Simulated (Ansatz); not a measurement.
Calculated with Ansatz (gas phase, PBE0-D4/def2-TZVP geometries, no zero-point term in ΔE). CCSD(T)/CBS is the MP2 limit (def2-TZVPP, def2-QZVPP) plus CCSD(T) − MP2 in def2-TZVPP, frozen cores. This one scheme is used for every species. DFT in def2-TZVPP. B3LYP here is the variant with VWN-RPA as its local correlation; programs differ in this. HSE06 is defined as in plane-wave codes. Each species was taken in one conformer, which may not be the lowest.

`C=N[SiH](F)F` + H₂O → `O[SiH](F)F` + `C=N`  (formal hydrolysis of the Si–N bond)

```csv
level,ΔE (kJ/mol),difference from CCSD(T)/CBS
revPBE-D4,-59.4,6.9
BLYP-D4,-63.6,2.7
B3LYP-D4,-65.5,0.8
HSE06-D4,-63.8,2.5
PBE-QIDH,-67.7,-1.4
r2SCANh,-69.2,-2.9
BHLYP,-72.1,-5.8
CAM-B3LYP,-72.0,-5.7
RPA@PBE/def2-TZVPP,-69.3,-3.0
MP2/def2-SVP,-70.2,-3.9
HF/def2-TZVPP,-74.7,-8.4
MP2/def2-TZVPP,-67.9,-1.6
CCSD(T)/def2-TZVPP,-70.0,-3.7
MP2/def2-QZVPP,-65.7,0.6
HF/CBS(def2),-74.4,-8.1
CCSD/CBS(def2),-67.6,-1.3
CCSD(T)/CBS,-66.3,0
```

Largest T1 diagnostic among the species: 0.013.

At CCSD(T), def2-SVP lies −4.7 kJ/mol from the extrapolated value and def2-TZVPP −3.7 kJ/mol. Leaving LDA and LC-ωPBE aside and taking each functional with its dispersion term where it has one, the values, not all of them listed here, spread over 10.8 kJ/mol, from B2PLYP to revPBE-D4.
